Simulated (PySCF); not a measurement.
# Two-component Hartree-Fock for In²⁰⁺ (indium, charge +20)

Start: [Ar] 3d10 4s1; 4s1/2 filled at m_j = +1/2. Calculated with PySCF 2.14 in an even-tempered Gaussian basis (17 s from 1.3 bohr⁻², ratio 2.8; 13 p from 1.7 bohr⁻², ratio 2.8; 8 d from 2.9 bohr⁻², ratio 2.8; 4 f from 7.4 bohr⁻², ratio 3): generalised Hartree-Fock with the X2C-1e Hamiltonian and a Gaussian nucleus; one run each with spin-orbit coupling (SO) switched off, then screened by Boettger's factors.

| spinor shell | electrons | ε, spin-free (eV) | ε, screened SO (eV) | weight of nominal j (screened SO) | rms radius, screened SO (bohr) |
| --- | --- | --- | --- | --- | --- |
| 1s1/2 | 2 | -28661.8 | -28659.8 | 1.000 | 0.0340 |
| 2s1/2 | 2 | -4861.6 | -4861.1 | 1.000 | 0.139 |
| 2p1/2 | 2 | -4416.4 | -4563.2 | 1.000 | 0.120 |
| 2p3/2 | 4 | -4416.4 | -4349.4 | 1.000 | 0.125 |
| 3s1/2 | 2 | -1390.3 | -1390.2 | 1.000 | 0.366 |
| 3p1/2 | 2 | -1239.9 | -1268.2 | 1.000 | 0.360 |
| 3p3/2 | 4 | -1239.9 | -1227.0 | 1.000 | 0.370 |
| 3d3/2 | 4 | -1012.0 | -1017.0 | 0.998 | 0.341 |
| 3d5/2 | 6 | -1012.0 | -1008.6 | 0.999 | 0.344 |
| 4s1/2 | 1 | -588.88 | -588.86 | 1.000 | 0.808 |

| quantity | spin-free | screened SO |
| --- | --- | --- |
| E (hartree) | -5709.52420 | -5710.78816 |
| M_J | 1/2 | 1/2 |
| ⟨J²⟩ | 0.750 | 0.750 |
| ⟨L²⟩ | 0.000 | 0.011 |
| ⟨S²⟩ | 0.750 | 0.761 |

Each row is a mean over spinors that exchange with the open shell spreads, by up to 3.021 eV (3s1/2).

Breit and QED terms are absent; they matter most for the inner s and p1/2 levels.

Densities and radii are taken from the X2C orbitals without a picture-change correction, which distorts them close to the nucleus.

Without spin-orbit coupling the j labels of p, d and f shells carry no meaning; the spin-free column gives the mean over the occupied spinors of each nl shell.
